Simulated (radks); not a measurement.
Values are calculated unless marked as measured or tabulated.
Valence configurations of the lead ion Pb3+ (all share [Xe]). Code: a radial shooting solver on a logarithmic mesh with Libxc functionals. Model: Dirac Kohn-Sham, PBE, spin-unpolarised, spherical densities, finite nucleus; open shells fill j = l - 1/2 first; Fermi nuclear charge, rms radius 5.5012 fm. Energies are relative to 4f14 5d10 6s1; eigenvalues in eV.

valence                E (eV)  e(4f5/2)  e(4f7/2)  e(5d3/2)  e(5d5/2)  e(6p1/2)
4f14 5d10 6s1           0.000   -164.02   -158.99   -51.014   -48.349         -
4f14 5d10 6p1           9.373   -165.24   -160.21   -52.110   -49.428   -28.748
4f14 5d9.5 6s1 6p0.5   10.414   -166.96   -161.92   -53.215   -50.490   -29.054
4f14 5d9 6s2           11.707   -168.71   -163.67   -54.337   -51.569         -
4f14 5d9 6s1 6p1       21.438   -169.91   -164.87   -55.406   -52.622   -29.964
4f14 5d9 6p2           31.262   -171.09   -166.05   -56.451   -53.651   -30.551
4f14 5d8 6s1 6p2       45.323   -175.86   -170.82   -59.755   -56.851   -31.736
4f13.5 5d10 6s1 6p0.5  67.568   -173.75   -168.65   -54.263   -51.451   -29.209
4f13 5d10 6s1 6p1      139.47   -183.65   -178.47   -57.566   -54.605   -30.280
4f13 5d8 6s1 6p3       196.87   -196.60   -191.41   -67.139   -63.929   -34.194

NIST lists [Xe] 4f14 5d10 6s1 as the ground configuration; this level of theory agrees among the configurations tried. The energies are those of spherical spin-averaged densities, not of single terms.
